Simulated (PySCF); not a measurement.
Compound: C6H5NO.
Structure used (GFN2-xTB), in Å, numbered top down from 1:
```
atom  x, y, z in Å
C1     1.0627    2.0342    0.6323
C2     1.1269    0.9792    0.0719
C3     1.1984   -0.3132   -0.5761
C4     0.1025   -1.2619   -0.1349
O5     0.2805   -2.4327    0.0498
C6    -1.2689   -0.6126    0.0444
C7    -1.6306    0.1651   -1.1106
N8    -1.9084    0.7617   -2.0446
H9     1.0184    2.9678    1.1080
H10    1.0838   -0.1733   -1.6580
H11    2.1706   -0.7785   -0.3922
H12   -1.2198    0.0521    0.9124
H13   -2.0206   -1.3874    0.2188
```

Computed at PBE0/pcSseg-1 (PySCF, non-relativistic), with Q(17O) = −0.0256 b, Q(14N) = 0.02044 b: O5, 17O (I = 5/2): χzz = 12.14 MHz, η = 0.551; N8, 14N (I = 1): χzz = -4.703 MHz, η = 0.075.

Task: Find the zero-field quadrupole resonance frequencies of 17O at O5.

Result: From the eigenvalues of H = χ/[4I(2I − 1)] × [3Iz² − I(I + 1) + η(Ix² − Iy²)], steps between neighbouring levels, labelled as for η = 0: ±1/2↔±3/2 2.344 MHz, ±3/2↔±5/2 3.458 MHz (ketone oxygen).

Task: Find the zero-field quadrupole resonance frequencies of 14N at N8.

Result: From ν± = (3/4)|χ|(1 ± η/3) and ν0 = |χ|η/2: ν+ 3.616 MHz, ν− 3.439 MHz, ν0 0.177 MHz (nitrile nitrogen).

In a crystal, neighbours and librations shift these lines. Geometry: GFN2-xTB, one conformer, isolated molecule. GFN2-xTB bond lengths can be off by several hundredths of an ångström, more for odd bonds, and the gradients follow them. The basis is small and wasn't made for field gradients, so the couplings can be 20 % off.
